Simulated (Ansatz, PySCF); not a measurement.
Reaction (SMILES): FC(F)CC(F)(F)F -> F[C](F)CC(F)(F)F + H atom (the C-H bond at the site shown breaks; other sites are not compared here)
Structures are relaxed separately at B3LYP-D3(BJ)/def2-TZVP in Ansatz (a program for electronic structure), one conformer each, not searched for the lowest. Frequencies are from Ansatz or PySCF.
Geometry of the first species:
SMILES: FC(F)CC(F)(F)F
```xyz
11

F     -2.3284    -1.2245    -0.0912
C     -1.3722    -0.2699    -0.3005
F     -1.8221     0.8865     0.2626
C     -0.0887    -0.7251     0.3642
C      1.1126     0.1319     0.0313
F      2.2281    -0.3907     0.5761
F      1.3124     0.2005    -1.3041
F      0.9955     1.3904     0.4820
H     -1.2827    -0.1104    -1.3762
H     -0.2282    -0.7322     1.4450
H      0.1315    -1.7393     0.0317
```

Property: bond dissociation energy (0 K, with B3LYP-D3(BJ) harmonic zero-point energies), in kcal/mol. Valence correlation only, unless marked. Open shells are spin-unrestricted. Spin-orbit coupling is left out. Non-relativistic unless marked X2C. CBS marks a two-point X^-3 extrapolation of the correlation energy; Hartree-Fock from the larger set. The bracket is a focal-point correction in the basis named.

```tsv
level	program	bond dissociation energy (kcal/mol)
HF/cc-pVDZ	Ansatz	76.0
revPBE-D4/def2-TZVPD	Ansatz + dftd4	93.0
```

Problem. What does RI-MP2/CBS(cc-pVTZ,cc-pVQZ)+[CCSD(T)-MP2]/cc-pVTZ (Ansatz) give?

Solution. 101.6 kcal/mol, so revPBE-D4/def2-TZVPD differs from it by -8.6 kcal/mol.
